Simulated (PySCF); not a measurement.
# Heteronuclear NMR

Molfile (atoms numbered from 1):
```
C5H12Si2
     RDKit          3D

 19 18  0  0  0  0  0  0  0  0999 V2000
   -1.6651    1.3525   -0.3878 C   0  0  0  0  0  0  0  0  0  0  0  0
   -1.7750   -0.1705   -0.3988 C   0  0  0  0  0  0  0  0  0  0  0  0
   -1.8610   -0.6987    1.0311 C   0  0  0  0  0  0  0  0  0  0  0  0
   -0.3134   -0.9645   -1.3444 Si  0  0  0  0  0  4  0  0  0  0  0  0
    1.2370   -0.4918   -0.4504 C   0  0  0  0  0  0  0  0  0  0  0  0
    2.2281   -0.1617    0.1635 C   0  0  0  0  0  0  0  0  0  0  0  0
    3.7438    0.3380    1.0973 Si  0  0  0  0  0  4  0  0  0  0  0  0
   -0.7450    1.6643    0.1039 H   0  0  0  0  0  0  0  0  0  0  0  0
   -2.5041    1.7954    0.1495 H   0  0  0  0  0  0  0  0  0  0  0  0
   -1.6617    1.7507   -1.4007 H   0  0  0  0  0  0  0  0  0  0  0  0
   -2.7087   -0.4346   -0.9098 H   0  0  0  0  0  0  0  0  0  0  0  0
   -1.9987   -1.7782    1.0408 H   0  0  0  0  0  0  0  0  0  0  0  0
   -2.6991   -0.2443    1.5597 H   0  0  0  0  0  0  0  0  0  0  0  0
   -0.9486   -0.4661    1.5777 H   0  0  0  0  0  0  0  0  0  0  0  0
   -0.4417   -2.4275   -1.3399 H   0  0  0  0  0  0  0  0  0  0  0  0
   -0.2537   -0.4431   -2.7162 H   0  0  0  0  0  0  0  0  0  0  0  0
    4.9115   -0.2393    0.4265 H   0  0  0  0  0  0  0  0  0  0  0  0
    3.8184    1.8019    1.1009 H   0  0  0  0  0  0  0  0  0  0  0  0
    3.6272   -0.1733    2.4662 H   0  0  0  0  0  0  0  0  0  0  0  0
  1  2  1  0
  2  3  1  0
  2  4  1  0
  4  5  1  0
  5  6  3  0
  6  7  1  0
  1  8  1  0
  1  9  1  0
  1 10  1  0
  2 11  1  0
  3 12  1  0
  3 13  1  0
  3 14  1  0
  4 15  1  0
  4 16  1  0
  7 17  1  0
  7 18  1  0
  7 19  1  0
M  END
```

[PySCF 2.14: structure optimised with GFN2-xTB; shielding tensors at PBE0/pcSseg-1 (GIAO); no solvent; a single conformation; non-relativistic Hamiltonian; fast rotation and ring inversion assumed for equivalent nuclei]

Task: Predict the 29Si NMR data.

Result: 
```
atoms                 environment  σ (ppm)  δ (ppm)
  Si4  silicon bonded to 2 C, 2 H    406.3    -54.0
  Si7    silicon bonded to C, 3 H    449.1    -89.2
```

Shieldings were converted by a linear fit to measured shifts: 29Si: δ = 279.94 − 0.822σ (rms 8.9 ppm, 72 shifts, 25.8 ppm with the 6 outliers that the fit left out vs TMS, solution or neat liquid). A few per cent of atoms miss by over 2 rms, more outside the fitted compound classes.

On a 400 MHz spectrometer 29Si resonates near 79.5 MHz, so 1 ppm is 79.5 Hz.
